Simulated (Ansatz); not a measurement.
The same molecule with X = B, Al, Ga. Ansatz, PBE0-D4/def2-TZVP geometries, multiplicity 1.

Scalar relativity is left out up to krypton.

| X | molecule | mean X–C bond length / Å | mean X–F bond length / Å | HOMO energy (PBE0/def2-TZVPP) / eV | HOMO–LUMO gap (PBE0/def2-TZVPP) / eV | LUMO energy (PBE/def2-TZVPP) / eV |
| --- | --- | --- | --- | --- | --- | --- |
| Al | `[CH3][Al]([CH3])[F]` | 1.942 | 1.659 | -7.92 | 7.65 | -1.06 |
| Ga | `[CH3][Ga]([CH3])[F]` | 1.954 | 1.774 | -8.01 | 7.44 | -1.39 |

(1) Give the row for X = B, `CB(C)F`. (An estimate is asked.)

Answers

(1) Ansatz gave: 
```tsv
X	molecule	mean X–C bond length / Å	mean X–F bond length / Å	HOMO energy (PBE0/def2-TZVPP) / eV	HOMO–LUMO gap (PBE0/def2-TZVPP) / eV	LUMO energy (PBE/def2-TZVPP) / eV
B	`CB(C)F`	1.563	1.337	-8.69	8.82	-0.93
```

From B to Ga the mean X–C bond length rises at each step, by 0.391 Å in all; the mean X–F bond length rises at each step, by 0.437 Å in all; the HOMO energy (PBE0/def2-TZVPP) isn't monotonic: highest at Al, lowest at B; the HOMO–LUMO gap (PBE0/def2-TZVPP) falls at each step, by 1.38 eV in all; the LUMO energy (PBE/def2-TZVPP) falls at each step, by 0.46 eV in all.
